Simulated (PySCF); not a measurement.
C3H9NZn, singlet, geometry from GFN2-xTB (such geometries of metal compounds can be far from the true shape); DF-HF/6-31G** (PySCF).

The PySCF input:
```python
from pyscf import gto, scf

mol = gto.Mole()
mol.atom = '''
    Zn   -0.28333124    0.68341168    0.31338694
    C    -0.34128595   -0.87104057   -1.01133662
    C    -0.44395242   -2.16324431   -0.20710278
    C     0.95834577   -0.84652256   -1.80978632
    H    -1.17559711   -0.83789185   -1.71409401
    H    -0.35969390   -3.02680225   -0.87186921
    H     0.35621570   -2.23288811    0.52960750
    H    -1.39878469   -2.23212299    0.31226994
    H     1.01631596    0.03566762   -2.44589208
    H     1.02114901   -1.72878346   -2.45197421
    H     1.82573580   -0.85462978   -1.14989457
    N     0.68493718    1.41147240    1.75360684
    H     0.23538126    1.47577296    2.65847483
    H     1.14601053    2.30386513    1.62587001
'''
mol.basis = '6-31g**'
mol.verbose = 4
mol.max_memory = 1800
mol.build()

mf = scf.RHF(mol)
mf = mf.density_fit(auxbasis='def2-universal-jkfit')
mf.kernel()
```

Output, abridged:

```
PySCF version 2.14.0

[INPUT] verbose = 4
[INPUT] num. atoms = 14
[INPUT] num. electrons = 64
[INPUT] charge = 0
[INPUT] spin (= nelec alpha-beta = 2S) = 0
[INPUT] symmetry False subgroup None
[INPUT] Mole.unit = angstrom
[INPUT] Symbol           X                Y                Z      unit          X                Y                Z       unit  Magmom
[INPUT]  1 Zn    -0.283331240000   0.683411680000   0.313386940000 AA   -0.535418446133   1.291460905529   0.592215487616 Bohr   0.0
[INPUT]  2 C     -0.341285950000  -0.871040570000  -1.011336620000 AA   -0.644936975662  -1.646028120685  -1.911149231543 Bohr   0.0
[INPUT]  3 C     -0.443952420000  -2.163244310000  -0.207102780000 AA   -0.838948486138  -4.087939286424  -0.391367533836 Bohr   0.0
[INPUT]  4 C      0.958345770000  -0.846522560000  -1.809786320000 AA    1.811011037935  -1.599695796666  -3.420000488784 Bohr   0.0
[INPUT]  5 H     -1.175597110000  -0.837891850000  -1.714094010000 AA   -2.221556570730  -1.583386118505  -3.239168230657 Bohr   0.0
[INPUT]  6 H     -0.359693900000  -3.026802250000  -0.871869210000 AA   -0.679722959677  -5.719827285717  -1.647594023341 Bohr   0.0
[INPUT]  7 H      0.356215700000  -2.232888110000   0.529607500000 AA    0.673150114270  -4.219546994698   1.000813128516 Bohr   0.0
[INPUT]  8 H     -1.398784690000  -2.232122990000   0.312269940000 AA   -2.643319971335  -4.218101127445   0.590104663534 Bohr   0.0
[INPUT]  9 H      1.016315960000   0.035667620000  -2.445892080000 AA    1.920558820424   0.067402033315  -4.622066161443 Bohr   0.0
[INPUT] 10 H      1.021149010000  -1.728783460000  -2.451974210000 AA    1.929691961271  -3.266927268078  -4.633559721397 Bohr   0.0
[INPUT] 11 H      1.825735800000  -0.854629780000  -1.149894570000 AA    3.450140637814  -1.615016222097  -2.172985809425 Bohr   0.0
[INPUT] 12 N      0.684937180000   1.411472400000   1.753606840000 AA    1.294343682732   2.667296268383   3.313836657764 Bohr   0.0
[INPUT] 13 H      0.235381260000   1.475772960000   2.658474830000 AA    0.444806116255   2.788806716439   5.023789337750 Bohr   0.0
[INPUT] 14 H      1.146010530000   2.303865130000   1.625870010000 AA    2.165646037568   4.353674123635   3.072449033044 Bohr   0.0

nuclear repulsion = 329.881658756255
number of shells = 63
number of NR pGTOs = 268
number of NR cGTOs = 135
basis = 6-31g**
ecp = {}

******** <class 'pyscf.df.df_jk.DFRHF'> ********
method = DFRHF
initial guess = minao
damping factor = 0
level_shift factor = 0
DIIS = <class 'pyscf.scf.diis.CDIIS'>
diis_start_cycle = 1
diis_space = 8
diis_damp = 0
SCF conv_tol = 1e-09
SCF conv_tol_grad = None
SCF max_cycles = 50
direct_scf = False
Set gradient conv threshold to 3.16228e-05
Initial guess from minao.
******** <class 'pyscf.df.df.DF'> ********
auxbasis = def2-universal-jkfit
init E= -1950.78650501459
  HOMO = -0.242595023726758  LUMO = -0.0137290934082941  gap/eV = 6.22776
cycle= 1 E= -1950.70767669849  delta_E= 0.0788  |g|= 0.43  |ddm|= 2.96
  HOMO = -0.290206573755351  LUMO = 0.0619318559649575  gap/eV = 9.58217
cycle= 2 E= -1950.76307877918  delta_E= -0.0554  |g|= 0.215  |ddm|= 0.572
  HOMO = -0.323843112928641  LUMO = 0.063162404717886  gap/eV = 10.53096
cycle= 3 E= -1950.77426953079  delta_E= -0.0112  |g|= 0.065  |ddm|= 0.202
  HOMO = -0.3298208690454  LUMO = 0.064995876239585  gap/eV = 10.74351
cycle= 4 E= -1950.77600472108  delta_E= -0.00174  |g|= 0.00956  |ddm|= 0.108
  HOMO = -0.330743387030968  LUMO = 0.0642351560615002  gap/eV = 10.74791
cycle= 5 E= -1950.77607766575  delta_E= -7.29e-05  |g|= 0.00339  |ddm|= 0.0263
  HOMO = -0.331110108053097  LUMO = 0.0640088470759235  gap/eV = 10.75173
cycle= 6 E= -1950.77609030511  delta_E= -1.26e-05  |g|= 0.00125  |ddm|= 0.0128
  HOMO = -0.331227898955248  LUMO = 0.0639349709822072  gap/eV = 10.75293
cycle= 7 E= -1950.7760914132  delta_E= -1.11e-06  |g|= 0.000624  |ddm|= 0.00302
  HOMO = -0.33126154733534  LUMO = 0.0638853283957297  gap/eV = 10.75249
cycle= 8 E= -1950.7760916371  delta_E= -2.24e-07  |g|= 0.00016  |ddm|= 0.00158
  HOMO = -0.331253186051759  LUMO = 0.0638784858137376  gap/eV = 10.75208
cycle= 9 E= -1950.77609165902  delta_E= -2.19e-08  |g|= 4.84e-05  |ddm|= 0.000501
  HOMO = -0.331253203410579  LUMO = 0.0638790606632398  gap/eV = 10.75210
cycle= 10 E= -1950.77609166145  delta_E= -2.44e-09  |g|= 1.85e-05  |ddm|= 0.000149
  HOMO = -0.331250534431594  LUMO = 0.0638792745583281  gap/eV = 10.75203
cycle= 11 E= -1950.77609166177  delta_E= -3.16e-10  |g|= 5.48e-06  |ddm|= 5.51e-05
  HOMO = -0.331251406758951  LUMO = 0.0638794108857947  gap/eV = 10.75206
Extra cycle  E= -1950.7760916618  delta_E= -3.05e-11  |g|= 2.69e-06  |ddm|= 1e-05
converged SCF energy = -1950.7760916618
```
